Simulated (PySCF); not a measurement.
# Br⁺ (bromine, charge +1) across methods

[Ar] 3d10 4s1 4p4 5s1, high-spin 5P determinant (an excited configuration). All numbers are calculated (PySCF 2.14, the spin-free X2C one-electron Hamiltonian (Gaussian nucleus), in aug-cc-pVQZ-DK (8s7p5d3f2g, 93 functions)).

```tsv
method	E (hartree)	mean ε 4p α (eV)	mean ε 4p β (eV)	mean ε 5s α (eV)	Σ⟨r²⟩ (bohr²)	⟨S²⟩
LDA	-2601.131	-23.502	-20.666	-8.113	45.87	6.001
r2SCAN	-2604.860	-24.201	-20.738	-7.957	46.64	6.005
PBE	-2604.539	-23.434	-20.521	-7.926	46.06	6.002
UHF	-2603.14946	-29.539	-23.296	-9.612	47.71	6.006
wB97X-V	-2604.650	-27.496	-24.103	-9.804	46.65	6.002
wB97X	-2604.914	-27.519	-24.130	-9.690	46.66	6.002
PBE0	-2604.591	-25.154	-21.569	-8.442	46.33	6.002
revPBE	-2604.727	-23.413	-20.459	-7.869	46.06	6.003
LC-wPBE	-2604.563	-28.108	-24.557	-10.002	46.57	6.002
```

The outer electron is Rydberg-like, and this basis confines it to a smaller radius and binds it less than a complete one would.
